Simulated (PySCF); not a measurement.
Compound: C6H7F2N.
Geometry (GFN2-xTB, Å), atoms numbered from 1 in this order:
```
atom  x, y, z in Å
N1    -2.946   -1.506    1.053
C2    -2.009   -1.134    0.517
C3    -0.823   -0.674   -0.165
C4     0.469   -0.935    0.618
C5     1.484   -0.023   -0.076
F6     2.470    0.364    0.799
C7     0.683    1.194   -0.574
C8    -0.797    0.854   -0.374
F9    -1.270    1.486    0.753
H10   -0.778   -1.161   -1.146
H11    0.351   -0.606    1.652
H12    0.766   -1.982    0.611
H13    1.999   -0.535   -0.897
H14    0.938    2.066    0.028
H15    0.898    1.416   -1.617
H16   -1.443    1.185   -1.194
```

Method used: CAM-B3LYP/def2-SVPD in PySCF (dipole) on a GFN2-xTB geometry, gas phase.

Take the most abundant isotopes and a rigid rotor. The values belong to one conformer with, in the numbering `[N:1]#[C:2][C@@H:3]1[CH2:4][C@H:5]([F:6])[CH2:7][C@@H:8]1[F:9]`, C2–C3–C4–C5 -164°, C3–C4–C5–F6 152°, C4–C5–C7–C8 -9°, C5–C7–C8–F9 102°.

(1) Give the principal moments of inertia and the rotational constants in MHz.

(2) What kind of rotor is it?

(3) Is it planar, by Δ = Ic − Ia − Ib?

(4) Give the other two planar moments, Paa and Pbb, and the rms extents of the mass along the axes.

(5) List the rotational levels J(Ka,Kc) to J = 3 (MHz).

(6) Which types of transition are allowed, and where do some lines up to J = 4 fall?

Answers

(1) Ia = 170.46, Ib = 437.54, Ic = 523.73 u·Å²; 505379 MHz·u·Å²/I gives A = 2965, B = 1155, C = 965.0 MHz.

(2) An asymmetric top: κ = (2 × 1155 − 2965 − 965.0)/(2965 − 965.0) = -0.81.

(3) Not planar: Δ = Ic − Ia − Ib = -84.27 u·Å². For a rigid frame Δ = −2 Σ m c², so Σ m c² = 42.14 u·Å² lies off the ab plane: 9.92 from hydrogen and 32.21 from heavier atoms. The atom farthest from that plane is 1.71 Å away.

(4) Paa = Σ m a² = (Ib + Ic − Ia)/2 = 395.40 and Pbb = Σ m b² = (Ia + Ic − Ib)/2 = 128.33 u·Å². With the mass M = 131.05 u, the rms extents √(P/M) along a, b and c are 1.74, 0.99, 0.57 Å.

(5) Above 0(0,0):
J = 1: 1(0,1) 2120, 1(1,1) 3930, 1(1,0) 4120
J = 2: 2(0,2) 6346, 2(1,2) 7980, 2(1,1) 8550, 2(2,1) 13979, 2(2,0) 13993
J = 3: 3(0,3) 12650, 3(1,3) 14046, 3(1,2) 15186, 3(2,2) 20339, 3(2,1) 20410, 3(3,1) 29871, 3(3,0) 29872
The levels of one J sum to (2J + 1)J(J + 1)(A + B + C)/3.

(6) The dipole components are |μa| = 3.03 D, |μb| = 0.19 D, |μc| = 3.90 D. The squared components, which scale the intensities, stand as 0.61 : 0.00 : 1.00 (a : b : c). Some lines, for components of 0.1 D or more:

```
type  branch         J(Ka,Kc)    MHz  lower level (cm⁻¹)
   a       Q  2(1,1) ← 2(1,2)    570               0.266
   c       Q  2(1,2) ← 2(0,2)   1634               0.212
   b       R  2(0,2) ← 1(1,1)   2416               0.131
   a       R  2(0,2) ← 1(0,1)   4226               0.071
   a       R  2(1,1) ← 1(1,0)   4430               0.137
   a       R  3(1,3) ← 2(1,2)   6066               0.266
   b       Q  3(2,2) ← 3(1,3)   6293               0.469
   a       R  3(2,2) ← 2(2,1)   6360               0.466
   c       R  2(1,1) ← 1(0,1)   6430               0.071
   a       R  4(0,4) ← 3(0,3)   8343               0.422
   a       R  4(2,2) ← 3(2,1)   8607               0.681
   c       R  3(1,2) ← 2(0,2)   8840               0.212
   b       Q  3(3,0) ← 3(2,1)   9462               0.681
   b       R  2(2,0) ← 1(1,1)  10063               0.131
   c       R  4(1,3) ← 3(0,3)  11366               0.422
   c       R  3(2,2) ← 2(1,2)  12359               0.266
   c       Q  4(4,1) ← 4(3,1)  13304               1.280
   b       Q  4(4,0) ← 4(3,1)  13304               1.280
   b       Q  4(4,1) ← 4(3,2)  13309               1.280
   c       R  4(2,2) ← 3(1,2)  13830               0.507
   b       R  4(2,2) ← 3(1,3)  14970               0.469
   b       R  4(3,2) ← 3(2,1)  17968               0.681
   c       R  4(3,1) ← 3(2,1)  17973               0.681
   b       R  4(3,1) ← 3(2,2)  18043               0.678
   b       R  4(4,1) ← 3(3,0)  21815               0.996
   c       R  4(4,1) ← 3(3,1)  21816               0.996
```

GFN2-xTB frequencies: not computed here. Zero-point vibration and centrifugal distortion are left out. Quadrupole hyperfine structure (14N) is left out.

On Arm Neoverse V1, one thread, no GPU (shared host), this took 75 s wall. This is the CAM-B3LYP/def2-SVPD job that gave the dipole, with the excitations it also computed.
